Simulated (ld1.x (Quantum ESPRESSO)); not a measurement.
# Pseudopotential generation for Zn: RRKJ, PBEsol, fully relativistic.

zinc, norm-conserving RRKJ (Kleinman–Bylander form), made with ld1.x (Quantum ESPRESSO) 7.5 (PBEsol, fully relativistic). Core [Ne], reference 3s2 3p6 3d10 4s2 4p0. Waves: 3s (bound): rc 1.00 bohr; 3p (bound): rc 1.00 bohr; 3d (bound): rc 1.10 bohr. Local part: all-electron potential smoothed inside 0.95 bohr (lloc = -1). Core correction: none.

Open shells are filled in proportion to 2j + 1 (rel_dist='average').

Occupied shells without a wave of their own: 4s. They enter only through the test configuration that unscreens the potential.

Results:

- Largest excitation error: -432 meV (all-electron minus pseudo) for 3s2 3p6 3d8 4s0 4p0, out of 7 test configurations

A Bessel basis up to 400 Ry misses an occupied level by 0.04 Ry, so cutoffs and ghosts were not judged.

Generation and tests took about 2.8 s on one core of a shared server CPU.
